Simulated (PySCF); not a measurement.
Compound: C₂H₁₁NO₃Si₃.
SMILES with atom numbers: `[CH3:1][C:2](=[O:3])[NH:4][SiH2:5][O:6][SiH2:7][O:8][SiH3:9]` (hydrogens: H10, H11, H12 on C1; H13 on N4; H14, H15 on Si5; H16, H17 on Si7; H18, H19, H20 on Si9)

Theory: PBE0-D3(BJ)/def2-SVP geometry optimisation, gas phase (PySCF 2.14.0).

**Question.** Give the optimised bond lengths and angles.

**Answer.** 
```csv
bond,length (Å),order
C1–C2,1.505,single
C2=O3,1.221,double
C2–N4,1.363,single
N4–Si5,1.765,single
Si5–O6,1.664,single
O6–Si7,1.651,single
Si7–O8,1.647,single
O8–Si9,1.656,single
"C1–H10, C1–H11, C1–H12",1.099,single
N4–H13,1.013,single
"Si5–H14, Si5–H15",1.486,single
"Si7–H16, Si7–H17",1.487,single
"Si9–H18, Si9–H19, Si9–H20",1.492,single
```

Bonds in one row agree within 0.01 Å and their mean is given. Orders are formal, as drawn. A selection of angles:
```csv
angle,degrees
C1–C2–O3,123.5
C1–C2–N4,118.1
O3–C2–N4,118.4
C2–N4–Si5,114.1
N4–Si5–O6,102.4
Si5–O6–Si7,144.5
O6–Si7–O8,110.6
Si7–O8–Si9,152.9
H13–N4–C2,121.4
H13–N4–Si5,124.6
```

Dihedral angles: C1–C2–N4–Si5 180° (antiperiplanar); C2–N4–Si5–O6 180° (antiperiplanar); N4–Si5–O6–Si7 -176° (antiperiplanar); Si5–O6–Si7–O8 27° (synperiplanar); O6–Si7–O8–Si9 2° (synperiplanar). The mirror-image conformer, all signs reversed, is as good.

O6 (siloxane oxygen) is bent (angle 144.5°). Si9 (oxygen-bound silicon) is tetrahedral (angles from 108.4° to 110.3°). Si7 (oxygen-bound silicon) is tetrahedral (angles from 107.8° to 111.3°). Of the pairs four or more bonds apart, Si5···Si9 is among the closest relative to their van der Waals radii: 4.14 Å, 99 % of the sum of Bondi's values. Si5 (oxygen-bound silicon) is distorted tetrahedral (angles from 102.4° to 112.0°). N4 (amide nitrogen) is planar (angles 124.6°, 121.4° and 114.1°, sum 360.0°, 0.00 Å off the plane of its three neighbours).

Point group: C1 (no symmetry element, even within 0.4 Å). No frequency check. The numbers are those of one conformer.
